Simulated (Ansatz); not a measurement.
`[SiH3][O][AlH][Br]` + HBr → `[Br][AlH][Br]` + `O[SiH3]` at 500 K and 1 bar (ligand exchange at the Al–O bond).

Computed with Ansatz on PBE0-D4/def2-TZVP structures; ΔE is electronic, products minus reactants. CCSD(T)/CBS adds triple-zeta CCSD(T) − MP2 to the extrapolated MP2 energy (def2 sets, frozen cores). For Br outer-core shells are correlated without core-valence functions, which leaves a few kJ/mol of doubt a bond. Scalar relativity is left out up to krypton. Each species was taken in one conformer, which may not be the lowest.

```csv
species,CCSD(T)/CBS energy (Eh),H − E (kJ/mol),S (J/(mol·K))
`[SiH3][O][AlH][Br]`,-3182.15432,143.5,438.5
HBr,-2573.91920,30.5,213.7
`[Br][AlH][Br]`,-5389.38299,52.1,346.8
`O[SiH3]`,-366.69042,127.5,292.9
```

H − E and S are ideal-gas, rigid-rotor, harmonic terms from PBE0-D4/def2-TZVP, for one conformer and one mirror image of each species. 1 Eh = 2625.50 kJ/mol, R = 8.31446 J/(mol·K).

Q: By hand: ΔE, ΔH, ΔS and ΔG.

A: ΔE = (-5389.38299) + (-366.69042) − (-3182.15432) − (-2573.91920) = 0.00011 Eh = 0.3 kJ/mol. Δ(H − E) = 52.1 + 127.5 − 143.5 − 30.5 = 5.6, so ΔH = 5.9 kJ/mol. ΔS = 346.8 + 292.9 − 438.5 − 213.7 = -12.5 J/(mol·K). ΔG = 5.9 − 500 × (-12.5)/1000 = 12.2 kJ/mol.

Q: By hand: the equilibrium constant, and the temperature at which ΔG would vanish if ΔH and ΔS stayed fixed.

A: log₁₀ K = −ΔG/(RT ln 10) = -1.3. ΔH and −TΔS have one sign here, so there is no such temperature.

TΔS isn't small against ΔH here. A doubt of 5 kJ/mol in ΔE shifts log₁₀ K by 0.5 here. Other conformers and mirror images would add mixing entropy, several J/(mol·K) or more a flexible species. Modes under 60 cm⁻¹, often nearly free rotors, make the harmonic entropy too high. These are equilibria of isolated gas molecules and say nothing of rates. Largest T1 diagnostic: 0.011 (customary marks: 0.02 for closed shells, 0.045 for open ones).

ΔS is within the doubt of such terms, so its sign, and with it that verdict, could turn.
